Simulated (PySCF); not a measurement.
# Reading the logs of faulty runs: Al2H3O2 cation

All numbers below are calculated, not measured. They come from PySCF 2.14.0, an open-source quantum chemistry program, on an isolated molecule that a program drew, which may never have been made. The molecule is Al2H3O2 cation (charge +1, singlet), drawn as the SMILES string `[OH][Al+][AlH][OH]`.

Each row is a Hartree-Fock (HF) and frozen-core CCSD(T) single point in the cc-pV(D+d)Z basis, meant for a local HF minimum. Run 1 is clean. Each other run has one planted mistake out of seven kinds, and not every kind appears here: one electron removed, one electron added, multiplicity raised by two, geometry at a saddle point, minimal basis STO-3G, one bond length entered in bohr, all coordinates scaled. The reference is restricted for singlets and unrestricted otherwise, and also for a bond in bohr. Adding or removing an electron swaps singlet and doublet. Electrons count all cores. HOMO and LUMO are orbital energies over both spins, the gradient is its largest component, and the lowest frequency (negative if imaginary) is given only where the gradient is small. Bond lengths are over the 6 bonds as drawn. T1 is the CCSD diagnostic: over 0.02 (restricted) or 0.045 (unrestricted) a single reference is doubtful.

Geometry of the clean run:
```xyz
7
Al2H3O2 cation, angstrom
O     2.3740   -0.5871    2.7551
Al    2.0739   -0.9641    1.2194
Al    1.4740   -1.5571   -1.3064
O    -0.1349   -1.1809   -1.3454
H     2.5266   -0.3603    3.6556
H     2.5526   -2.1008   -2.2783
H    -0.8574   -1.1837   -1.9545
```

```
run  electrons  basis functions  <S^2>  HOMO (eV)  LUMO (eV)  gradient (hartree/bohr)  lowest frequency (cm^-1)  mean bond (Å)  longest bond (Å)      T1  HF (hartree)  CCSD(T) (hartree)                          mistake
  1         44               89  0.000     -15.80      -4.20                  1.6e-05                        83         1.5603             2.663  0.0180    -635.19610         -635.70799                         no fault
  2         45               89  0.764      -4.99       1.69                  5.3e-02                         -         1.5603             2.663  0.0183    -635.36459         -635.88712               one electron added
  3         43               89  0.819     -23.10     -14.20                  5.6e-02                         -         1.5603             2.663  0.0399    -634.64519         -635.14274             one electron removed
  4         44               89  0.594     -15.76      -4.81                  6.3e-02                         -         1.6998             2.663  0.0698    -635.01826         -635.54488  one bond length entered in bohr
  5         44               89  0.000     -15.62      -4.25                  7.3e-02                         -         1.6991             2.900  0.0225    -635.14931         -635.67598                                ?
```

**Which mistake was planted in run 5, and what did it cost?**

The mean and the longest bond both change by the same factor, 1.089, and the gradient is no longer small. So the mistake is: all coordinates scaled. Subtracting run 1 and multiplying by 627.51 kcal/mol a hartree, the energy moved by 29.4 kcal/mol in HF and 20.1 kcal/mol in CCSD(T).

Cautions from the logs. Run 4: T1 is over the limit, so its CCSD(T) energy is less reliable; run 5: T1 is over the limit, so its CCSD(T) energy is less reliable.
